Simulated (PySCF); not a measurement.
Compound: C₇H₈NS (doublet state).
Structure used (GFN2-xTB), in Å, numbered top down from 1:
```xyz
17
C7H8NS angstrom
C     -1.6794    1.6818   -1.3526
C     -1.2976    0.9592   -0.4796
C     -0.8381    0.0862    0.5950
C     -1.3036   -1.3566    0.3503
C     -1.4283    0.5696    1.8346
N     -1.8917    0.9411    2.8102
C      0.6880    0.1745    0.7404
S      1.5309   -0.3658   -0.7998
C      3.1430   -0.3218   -0.2673
H     -2.0093    2.3044   -2.1296
H     -2.3886   -1.3936    0.2808
H     -0.9808   -1.9992    1.1672
H     -0.8782   -1.7213   -0.5817
H      1.0353   -0.4731    1.5470
H      0.9938    1.2035    0.9388
H      3.8687   -0.6909   -0.9629
H      3.4288    0.4141    0.4589
```

The hyperfine couplings belong to this conformer and change with its torsions.

Identity: `C#C[C@](C)(C#N)CS[CH2]` [radical].

Computed, not measured: UKS B3LYP, pcH-1 on C H N S, non-relativistic, mean-field spin-orbit, GIAO in PySCF 2.14.0. Isolated species at its GFN2-xTB geometry (one conformer only). The geometry wasn't refined by DFT: couplings that depend on bond lengths, twists or pyramidal angles can differ widely from those at the functional's own minimum. No stability test was run, so a lower SCF solution isn't excluded.

Principal values of hyperfine tensors in MHz (contact, dipolar and spin–orbit terms together), for some of the nuclei:

| atom | isotope | A1 | A2 | A3 |
| --- | --- | --- | --- | --- |
| C9 | 13C | 57.46 | 58.55 | 259.23 |
| H16 | 1H | -80.86 | -51.19 | -15.35 |
| H15 | 1H | 7.22 | 8.30 | 15.33 |
| H14 | 1H | 5.98 | 7.50 | 15.63 |
| S8 | 33S | -20.08 | -15.60 | 58.98 |
| C7 | 13C | 4.71 | 5.40 | 8.75 |
| C4 | 13C | 1.08 | 1.24 | 2.15 |
| C1 | 13C | 0.44 | 0.51 | 2.98 |

(1) Give the isotropic coupling of each nucleus in MHz and in mT (g = 2.0049), and the anisotropic part.

(2) What spin density at the nucleus of C9 lies behind its contact coupling (g_N = 1.40482)?

(3) H17 (1H, g_N = 5.58569) isn't in the table. Its spin density at the nucleus is -0.006067 bohr⁻³. What is its contact coupling?

(4) Which nucleus of the table has the largest anisotropic coupling, and what is its form?

(5) In a single crystal, with the field along each principal axis of the tensor of C9 in turn, what first-order splitting does this nucleus give (isotropic g, quadrupole terms neglected)?

Results:

(1) a_iso is a third of the trace, T = A − a_iso, and a(mT) = a(MHz)/(g × 13.996). The tensors hold a spin–orbit part: the run splits a_iso into a_FC + a_SO, and T includes its anisotropic share.

```csv
atom,a_iso (MHz),a_FC,a_SO,a_iso (mT),T1,T2,T3
C9,125.08,124.76,0.32,4.457,-67.62,-66.53,134.15
H16,-49.13,-49.24,0.11,-1.751,-31.73,-2.06,33.79
H15,10.28,10.28,0.00,0.366,-3.06,-1.98,5.04
H14,9.70,9.69,0.01,0.346,-3.72,-2.20,5.92
S8,7.77,8.23,-0.47,0.277,-27.85,-23.37,51.22
C7,6.29,6.28,0.00,0.224,-1.58,-0.89,2.46
C4,1.49,1.49,0.00,0.053,-0.41,-0.25,0.66
C1,1.31,1.31,0.00,0.047,-0.87,-0.80,1.67
```

(2) a_FC = 800.24 MHz bohr³ × g_N × ρ(0)/(2S). With a_FC = 124.76 MHz and 2S = 1, ρ(0) = 0.111 bohr⁻³.

(3) By the same relation, a_FC = -27.1 MHz. The spin–orbit term adds +0.10 MHz. Its full tensor has the principal values -58.50, -28.53, 5.96 MHz.

(4) C9: -67.6, -66.5, 134.2 MHz (the dipolar term alone has -67.6, -66.8, 134.5), axial, in the ratio −1:−1:+2, the form that spin in one p orbital centred on that nucleus gives.

(5) 2 lines (I = 1/2), spaced by |A_i|/(g × 13.996): 2.05, 2.09, 9.24 mT along the axes of A1, A2 and A3.

Hardware: one thread of an Arm Neoverse V1, on a shared host. Cost: 2.4 min (grids of density and orbitals included), 1.1 GiB resident at most.
